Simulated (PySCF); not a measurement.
TaOCl2, SMILES [O]=[Ta+]([Cl])[Cl], charge +1, multiplicity 1. The structure is a stationary point at PBE0-D3(BJ)/def2-SVP. The spin state was assumed, not searched. The isomer is the one that the SMILES or the coordinates give; other isomers of the formula were not compared. The def2 effective core potentials stand for the cores of Ta; spin–orbit coupling is left out.

### Question
Give the equilibrium geometry at PBE0-D3(BJ)/def2-SVP (PySCF confirms it by a frequency run) as a Z-matrix, and its point group. (Estimate from the structure and the level; the computed values follow.)

### Answer
point group Cs.
```
Ta
O 1 1.6780
Cl 1 2.2276 2 103.78
Cl 1 2.2276 2 103.78 3 -110.69
```
Charge +1, spin multiplicity 1.
